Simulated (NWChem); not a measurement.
System: C4H12FTa; SMILES [CH3][Ta]([CH3])([CH3])([CH3])[F]

The following NWChem deck was run.

```
start job
memory heap 200 mb stack 900 mb global 1100 mb
geometry units angstroms
  Ta     0.054947    -0.005319    -0.036716
  F      1.680359    -0.162113    -1.123032
  C      0.380021    -0.705881     2.139675
  H      0.476113    -1.789949     2.206805
  H     -0.409389    -0.409153     2.829788
  H      1.312836    -0.278336     2.513970
  C     -1.728473     0.835022    -1.239360
  H     -2.696640     0.706619    -0.755999
  H     -1.778831     0.322964    -2.202841
  H     -1.611371     1.898673    -1.448832
  C     -1.234831    -1.919658    -0.104874
  H     -0.586665    -2.788554     0.029048
  H     -1.733620    -2.038709    -1.067153
  H     -2.004168    -1.970672     0.665185
  C     -0.113620     2.048799     1.005189
  H      0.120671     2.833182     0.282080
  H      0.598363     2.147433     1.825125
  H     -1.101861     2.268137     1.408604
end
basis spherical
  * library def2-svp
end
ecp
  Ta library def2-ecp
end
dft
  xc pbe0
  iterations 150
end
driver
  maxiter 120
end
task dft optimize
```

No frequency run checked for a minimum. def2 effective core potentials on Ta; no spin-orbit coupling.

The level has its own optimisation.

Q: What results follow from this input? (PBE0/def2-SVP with def2 effective core potentials on Ta.) Quantities: r F–Ta (Å); r C–Ta (Å); r C–H (Å); dipole (D).

A: 
* **r F–Ta (Å)**: 1.888
* **r C–Ta (Å)**: 2.176
* **r C–H (Å)**: 1.103
* **dipole (D)**: 0.60
